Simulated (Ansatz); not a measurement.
IIn (SMILES [In][I]), singlet, at a GFN2-xTB geometry (such geometries of metal compounds can be far from the true shape) (all electrons, no relativity).

Ansatz (an electronic-structure program) was given this input:
Ansatz 0.2 input:
```yaml
crystal:
  periodic: [false, false, false]
  atoms:
    - {symbol: In, position_ang: [-0.00000000, -0.00000000, -1.44929646]}
    - {symbol: I, position_ang: [0.00000000, 0.00000000, 1.33991559]}
basis:
  gaussian:
    orbitals: STO-3G
hamiltonian:
  xc: r2scan
```

Task: What number of basis functions does Ansatz with R2SCAN/STO-3G give?

Result: 54

Task: What total energy does R2SCAN/STO-3G give?

Result: -12538.0815 Eh
